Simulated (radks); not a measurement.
Effect of the nuclear size on the zirconium ion Zr3+, [Kr] 4d1. Method: Dirac Kohn-Sham, exchange-only LDA, spin-unpolarised, spherical densities, finite nucleus; open shells fill j = l - 1/2 first; Fermi nuclear charge, rms radius 4.2694 fm; computed with a radial shooting solver on a logarithmic mesh with Libxc functionals. The rms radius is varied about that value; shifts are against it.

rms radius (fm)  total energy shift (eV)  density at nucleus (e/bohr^3)  1s1/2 shift (meV)  2s1/2 shift (meV)  4s1/2 shift (meV)  5s1/2 (empty) shift (meV)
3.676                             -0.282                       7.55e+04               -119              -12.5             -0.333                     -0.062
4.0389                            -0.114                       7.48e+04              -48.3              -5.07             -0.135                     -0.025
4.2694                                 0                      7.439e+04              0.000              0.000              0.000                      0.000
4.5725                             0.159                      7.389e+04               67.2               7.05              0.187                      0.035
4.9568                             0.374                      7.331e+04                158               16.6              0.441                      0.082

Slopes of the eigenvalues against <r^2> in GHz/fm^2, as finite differences over the two radii next to the reference (eigenvalue slopes, not the field-shift constants of lines): 1s1/2 6070, 2s1/2 638, 4s1/2 16.9, 5s1/2 (empty) 3.15.
